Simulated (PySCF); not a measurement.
CH₁₀FNSi₃, SMILES F[SiH2]C[SiH2]N[SiH3].

The structure is a stationary point at r2SCAN-D4/def2-SVP. This is a generated structure with no PubChem entry under its InChIKey; it may be hypothetical. The values are those of a single conformer.

These are HF/def2-TZVP (PySCF) values and carry that method's errors.

```json
{
 "total_energy": "-1064.62704 hartree",
 "highest_occupied_level": "-10.65 eV",
 "lowest_empty_level": "2.87 eV",
 "orbital_gap": "13.51 eV",
 "dipole_moment": "2.31 D",
 "quadrupole, principal values (traceless, Buckingham form, about the centre of nuclear charge)": "-10.80, 2.08, 8.72 D·Å"
}
```
